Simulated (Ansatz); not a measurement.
Coupled-cluster diagnostics for the cluster Mg3Cl4⁺, Ansatz.

Geometry of the doublet (PBE0-D4/def2-SVP):

Cartesian coordinates in Å:
```
Mg -1.895 1.013 0.299
Mg 2.188 -2.826 0.781
Mg 1.169 0.320 -0.823
Cl -0.263 -0.811 0.692
Cl -0.309 2.047 -1.228
Cl 2.999 -1.079 -0.827
Cl -3.890 1.336 1.105
```

Correlated methods freeze 23 core orbitals; core or outer-core shells of Mg are correlated, in sets that lack core-valence functions. Another isomer (doublet) lies 0.33 eV lower at PBE0-D4/def2-TZVP; other spin states weren't run for this one.

Estimate the CCSD(T) correlation energy, the shares of MP2 and (T), T1 and the reference's ⟨S²⟩ for: charge 1, doublet, own geometry in def2-SVP; and the rough time on 4 threads of Arm Neoverse V1 on a shared host.


```json
{"state": "charge 1, doublet, own geometry", "basis": "def2-SVP", "correlation (eV)": "-18.413", "MP2 share (%)": "90.8", "(T) share (%)": "2.0", "T1": "0.008", "⟨S²⟩ (pure)": "0.75 (0.75)", "wall time": "1.7 min"}
```
Customary marks for T1 are 0.02 (closed shells), 0.045 (open shells) and about 0.05 (3d metals). T1 stays under 0.02 throughout.
